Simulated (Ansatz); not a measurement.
The same adduct formation along the group B, Al, Ga.

Computed with Ansatz on PBE0-D4/def2-TZVP structures; ΔE is electronic, products minus reactants. CCSD(T)/CBS adds triple-zeta CCSD(T) − MP2 to the extrapolated MP2 energy (def2 sets, frozen cores). This one scheme is used for every species. Functionals use def2-TZVPP. For Ga, Se outer-core shells are correlated without core-valence functions, which leaves a few kJ/mol of doubt a bond. Scalar relativity is left out up to krypton.

```csv
reaction,CCSD(T)/def2-SVP (kcal/mol),B97M-V (kcal/mol),revPBE-D4 (kcal/mol),ωB97M-V (kcal/mol),CCSD(T)/CBS(def2) (kcal/mol)
BH₃ + H₂Se → `[BH3-][SeH2+]`,-12.9,-16.0,-19.2,-14.5,-13.8
`[AlH3]` + H₂Se → `[AlH3-][SeH2+]`,-12.4,-13.7,-14.3,-13.2,-13.4
`[GaH3]` + H₂Se → `[GaH3-][SeH2+]`,-10.8,-11.8,-12.1,-11.1,-12.2
```

Largest T1 diagnostic: 0.013, for `[GaH3]`.
